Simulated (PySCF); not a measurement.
How the numbers were obtained: geometry: GFN2-xTB, NMR shieldings at PBE0/pcSseg-1/GIAO, in PySCF 2.14.0 with density-fitted response routines (one averaged value for each set of equivalent atoms, isolated molecule, single conformer, non-relativistic Hamiltonian).

δ = σ(ref) − σ, references computed at the same level: TMS for ¹H (σref 31.72), ¹³C (σref 186.93). Shifts are as computed. Against solution values, carbons near 30 ppm lie about +3 ppm off and those near 130 ppm about +5 ppm; carbons on Cl a further +6 ppm. Of 1211 compounds with measured shifts, 218 miss one by over three times the rms of a fit or turn the order of signals round; such compounds aren't used in these exercises. Carbons bonded to Cl come out too deshielded.

Q: Order these molecules by the shift of their most shielded carbon, lowest δ first.
A. C=C[P@@](C)(=O)C(C)C
B. C=C(C)C#CC[SiH3]
C. CC(C)/C(=C/Cl)C(=O)Cl
D. CO/C=P/C(C)(C)C
E. C1=Cc2cccc3cccc1c23

A: B (1.2 ppm, propargylic sp3 CH2 bonded to Si), A (15.7 ppm, methyl carbon), C (23.5 ppm, methyl carbon), D (34.4 ppm, fully substituted sp3 carbon bonded to P), E (130.9 ppm, aromatic CH).

Q: Order these molecules by the shift of their most deshielded carbon-bound hydrogen, lowest δ first.
A. CO/C=P/C(C)(C)C
B. C=C(C)C#CC[SiH3]
C. CC(C)/C(=C/Cl)C(=O)Cl
D. C1=Cc2cccc3cccc1c23

A: B (5.52 ppm, hydrogen on a terminal =CH2 carbon), C (6.50 ppm, hydrogen on a β carbon of a C=C–C=O unit), D (8.04 ppm, hydrogen on an aromatic CH), A (9.42 ppm, hydrogen on a carbon double-bonded to a heavier main-group atom).

Q: How many ¹³C and ¹H signals does each give (equivalence by symmetry and fast rotation, but not about amide C–N or C=N bonds)? `CO/C=P/C(C)(C)C`, `C1=Cc2cccc3cccc1c23`, `C=C(C)C#CC[SiH3]`, `CC(C)/C(=C/Cl)C(=O)Cl`, `C=C[P@@](C)(=O)C(C)C`

A: CO/C=P/C(C)(C)C: 4 C, 3 H; C1=Cc2cccc3cccc1c23: 7 C, 4 H; C=C(C)C#CC[SiH3]: 6 C, 5 H; CC(C)/C(=C/Cl)C(=O)Cl: 5 C, 3 H; C=C[P@@](C)(=O)C(C)C: 6 C, 7 H.
